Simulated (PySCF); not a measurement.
## Correlation energy of Ge (germanium, neutral)

[Ar] 3d10 4s1 4p3, high-spin 5S determinant (an excited configuration). Calculation: PySCF 2.14, in aug-cc-pVTZ-PP with one added diffuse shell each of s, d, f type with ECP10MDF (7s5p5d3f, 68 functions); a scalar-relativistic core potential. Frozen: 3s2 3p6 3d10; 4 electrons correlated.

MP2 pair energies summed by pair of shells (mhartree):

| pair | energy | share (%) |
| --- | --- | --- |
| 4p-4p | -14.76 | 79.6 |
| 4s-4p | -3.79 | 20.4 |

Total MP2 correlation energy: -18.55 mhartree.

Same-spin part -18.55 and opposite-spin part 0.00 mhartree; SCS-MP2 scales them by 1/3 and 6/5 to -6.18 mhartree.
